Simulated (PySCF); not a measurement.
# Arsenic: a sound run and one with changed settings

Sound run: As [Ar] 3d10 4s2 4p3, As⁺ [Ar] 3d10 4s2 4p2. Computed with PySCF 2.14 in Sapporo-DKH3-DZP-2012, with the spin-free X2C one-electron Hamiltonian (Gaussian nucleus). In the sound run the correlated levels freeze [Ar] 3d10. The sound run starts from symmetry-adapted Hartree-Fock orbitals and uses a fine grid where one is needed.

Changed run: the non-relativistic Hamiltonian (point nucleus). This setting is unsound on purpose.

```tsv
species	method	sound run (hartree)	changed run (hartree)	converged
As	UHF	-2258.96484	-2219.25162	yes
As	M06-L	-2260.57440	-2220.87004	yes
As	B3LYP	-2260.70788	-2221.01868	yes
As	MP2	-2259.02163	-2219.30919	yes
As	CCSD(T)	-2259.03719	-2219.32543	yes
As⁺	UHF	-2258.61865	-2218.90347	yes
As⁺	M06-L	-2260.22131	-2220.51387	yes
As⁺	B3LYP	-2260.34630	-2220.65511	yes
As⁺	MP2	-2258.66146	-2218.94708	yes
As⁺	CCSD(T)	-2258.67841	-2218.96513	yes
```

Ionisation energy of As:

```tsv
method	sound run (eV)	changed run (eV)
UHF	9.420	9.474
M06-L	9.608	9.692
B3LYP	9.839	9.893
MP2	9.801	9.853
SCS-MP2	9.673	9.727
CCSD	9.757	9.799
CCSD(T)	9.763	9.804
```

Most of the change in total energy is the relativistic energy itself. On top of that the contraction fixes the core shape for the Hamiltonian it was made with, so the changed run is not a good calculation with the other Hamiltonian either.

For comparison, NIST gives 9.789 eV between the lowest levels.
